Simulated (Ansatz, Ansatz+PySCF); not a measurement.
```xyz
3

H     0.0000    0.0000   -1.6069
Be    0.0000    0.0000    0.0000
H     0.0000    0.0000    1.6069
```

Basis set: 6-31G (spherical functions). All electrons are correlated. Charge 0, multiplicity 1.

Computed with Ansatz (development build ahead of 0.2.0); each method stands on the lowest determinant of its kind that the runs found. Restricted open shells among the atoms or ions are ROHF, correlated in semicanonical orbitals with singles. Restricted functionals stand beside restricted open-shell atoms, which can lie above the unrestricted atoms usual in DFT and then raise those values.

Q: Give the atomization energy at this shape (free ground-state atoms in the same class of orbitals less the molecule, no zero-point energy) of singlet BeH2 by PBE0 (restricted), RHF-CCSD(T), RHF-MP2, UHF-MP2, RHF.

A:

```csv
method,atomization energy
PBE0 (restricted),540.6 kJ/mol
RHF-CCSD(T),435.8 kJ/mol
RHF-MP2,454.2 kJ/mol
UHF-MP2,464.0 kJ/mol
RHF,433.5 kJ/mol
```

Caution for RHF-CCSD(T), RHF-MP2, UHF-MP2: bonds are stretched, where a single reference can fail.

This basis has no polarisation functions and is too small for such energies, which can lie far from measured ones in either direction.
